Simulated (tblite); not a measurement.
Compound: C9H13F.
SMILES with atom numbers: `[CH2:1]=[CH:2]/[C:3](=[CH:4]\[CH2:5][F:6])[C:7](=[CH2:8])[CH2:9][CH3:10]` (hydrogens: H11, H12 on C1; H13 on C2; H14 on C4; H15, H16 on C5; H17, H18 on C8; H19, H20 on C9; H21, H22, H23 on C10)

Geometry (GFN2-xTB, Å), atoms numbered from 1 in this order:
```
atom  x, y, z in Å
C1     1.2300   -0.0429   -2.1101
C2     1.4917   -0.0067   -0.8082
C3     0.5228    0.3200    0.2305
C4     0.8108    0.2093    1.5332
C5     2.1137   -0.2430    2.1106
F6     2.0638   -0.1968    3.4830
C7    -0.8262    0.7871   -0.1774
C8    -0.9885    1.9148   -0.8534
C9    -1.9769   -0.1027    0.2029
C10   -1.9019   -1.4367   -0.5403
H11    1.9893   -0.2995   -2.8288
H12    0.2526    0.1842   -2.5001
H13    2.4860   -0.2532   -0.4604
H14    0.0713    0.4704    2.2766
H15    2.9485    0.4035    1.8103
H16    2.3439   -1.2831    1.8450
H17   -1.9647    2.2642   -1.1453
H18   -0.1540    2.5385   -1.1259
H19   -2.9188    0.3957   -0.0321
H20   -1.9490   -0.2948    1.2779
H21   -1.9322   -1.2742   -1.6154
H22   -0.9767   -1.9551   -0.2983
H23   -2.7400   -2.0722   -0.2639
```

Method: GFN2-xTB as coded in tblite; computed harmonic values from a numerical Hessian at the method's own geometry, unscaled. The method is semi-empirical: single wavenumbers can be off by several per cent or more. One conformer, not necessarily the lowest.

Harmonic wavenumbers (cm⁻¹): 29.3, 53.0, 61.0, 102.1, 128.4, 139.9, 183.8, 218.7, 236.8, 319.0, 330.6, 365.7, 413.2, 478.5, 550.3, 622.4, 705.2, 733.3, 785.2, 794.1, 831.2, 892.4, 902.0, 904.6, 962.3, 980.8, 1015.3, 1029.9, 1031.9, 1078.0, 1085.3, 1098.9, 1157.1, 1206.5, 1237.8, 1250.1, 1306.3, 1310.3, 1319.1, 1332.6, 1402.9, 1409.3, 1415.6, 1428.0, 1476.2, 1499.8, 1505.0, 1659.0, 1663.7, 1710.0, 2895.4, 2912.4, 2968.4, 2988.5, 3033.7, 3035.2, 3039.9, 3063.8, 3086.4, 3101.1, 3109.1, 3125.8, 3136.4.

A = 1697, B = 789.0, C = 680.8 MHz; mass 140.100 u (most abundant isotopes); point group C1, symmetry number 1.

Task: Zero-point energy?

Result: ½Σν̃ = 41924 cm⁻¹ = 119.87 kcal/mol.

Task: Entropy at 500 K, 1 bar (ideal gas, RRHO, classical rotation)?

Result: Translation 43.32, rotation 31.79, vibration 63.68: S = 138.8 cal/(mol K).

Task: And Cp and H(500 K) − H(0)?

Result: Cp = 67.05 cal/(mol K), of which vibrations give 59.10 (their classical limit is 63 R = 125.2); H(500 K) − H(0) = 19.53 kcal/mol without the zero-point energy, 15.56 from vibrations.

Task: Which modes carry the vibrational entropy at 500 K?

Result: 29.3 cm⁻¹: 6.90; 53.0 cm⁻¹: 5.73; 61.0 cm⁻¹: 5.45; 102.1 cm⁻¹: 4.43; 128.4 cm⁻¹: 3.98; 139.9 cm⁻¹: 3.81 cal/(mol K); the other 57 give 33.39 together.

Task: Blend soft modes into free rotors: weight 1/[1 + (100 cm⁻¹/ν̃)⁴] for the oscillator and the rest for a rotor with moment μB/(μ + B), μ = h/(8π²ν), B = 10⁻⁴⁴ kg m². What vibrational entropy results?

Result: 57.42 cal/(mol K) in place of 63.68, which changes −T·S at 500 K by +3.13 kcal/mol.

Task: How do the functions run with temperature in this model?

Result: 
```tsv
T (K)	S (cal/(mol K))	Cp (cal/(mol K))	H − H(0) (kcal/mol)	G − H(0) (kcal/mol)	ln q(vib)
100	75.8	22.6	1.55	-6.03	2.99
200	94.8	33.3	4.35	-14.61	6.63
300	110.5	44.9	8.25	-24.88	9.99
800	175.5	89.1	43.25	-97.18	25.45
1000	196.5	98.7	62.08	-134.42	31.08
```

q(vib) and H(0) count from the zero-point level.

Task: What must be added to the electronic energy to get the Gibbs energy at 500 K and 1 bar?

Result: ZPE + [H(500 K) − H(0)] − T·S = 119.87 + 19.53 − 69.39 = 70.01 kcal/mol.

Hindered rotation and anharmonicity are outside this model. Other conformers, if any are populated, would add a mixing term that is left out. The structure is chiral; the term R ln 2 for an equal mix with its mirror image is left out.

The run took 1.7 s on Arm Neoverse N1, one thread, shared host. The figure is for the frequency step alone.
